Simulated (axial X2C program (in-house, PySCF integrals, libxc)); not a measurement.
Correcting the dissociation energy of CsI for spin–orbit coupling

A spin-free PBE0 curve (one-electron X2C) was computed with an axial X2C code built on PySCF integrals, basis Cs dyall-v2z [12s13p7d], I dyall-v2z [9s9p7d] (cores contracted in-house), for the state M_S = 0, Λ = 0 (closed shell). It gives D0 = 3.577 eV to Cs + I, which in a spin-free picture are the weighted means of the ground terms.

Measured levels of the ground terms (NIST Handbook of Basic Atomic Spectroscopic Data), in cm⁻¹: Cs 2S: J = 1/2 at 0; I 2P: J = 3/2 at 0, J = 1/2 at 7603.1.

The molecular state has Λ = 0, so it has no first-order lowering.

Problem. How far does each ground level lie under the (2J+1)-weighted mean of its term?

Solution. Cs: a single level, 0; I: (4 × 0 + 2 × 7603.1)/6 = 2534 cm⁻¹.

Problem. Correct D0.

Solution. D0 = 3.577 + (0 − 2534)/8065.5 = 3.263 eV at PBE0 with these spin–orbit terms. The direct two-component run gives 3.271 eV; the difference holds second-order terms in the molecule, scalar two-electron terms, the gap between measured and computed atomic splittings (a 2c atom can miss part of its lowering) and, in coupled cluster, the truncation of each run.

Second-order spin–orbit effects in the molecule, which grow quickly with Z, are left out. Occupations by symmetry block were frozen at the best pattern of an incomplete PBE0 search. De is counted from the lowest determinant-based energies of the atoms at the same level, without counterpoise correction. The functionals have no current-density term, which raises determinants with orbital currents, atoms included.
